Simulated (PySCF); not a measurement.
Ligands exchanged one at a time, In CH3-OH. Gas-phase values, no solvent. One relaxed conformer stands for each flexible species; it need not be the lowest. Strings in code marks are SMILES.

Computed with PBE-D3(BJ)/def2-TZVP // B3LYP-D3(BJ)/def2-TZVP (PySCF 2.14.0). All candidates: neutral, multiplicity 1. Excitations are Tamm–Dancoff values on a coarser integration grid. The basis has no diffuse functions, so Rydberg states are missing or too high.

```json
{
  "brightest of the four lowest singlets (TDA)": "5.34 eV",
  "LUMO": "-1.97 eV",
  "S1 excitation (TDA)": "4.53 eV"
}
```

Q: Name which member has these values.
A) `[CH3][In]([OH])[OH]` (O–In–O–H torsion 180°, O–In–O–H torsion -180°)
B) `[CH3][In]([CH3])[CH3]`
C) `[OH][In]([OH])[OH]`

A: A, `[CH3][In]([OH])[OH]` (O–In–O–H torsion 180°, O–In–O–H torsion -180°). The others give `[CH3][In]([CH3])[CH3]`: 5.71 eV, -1.61 eV, 4.30 eV; `[OH][In]([OH])[OH]`: 5.31 eV, -2.91 eV, 4.18 eV
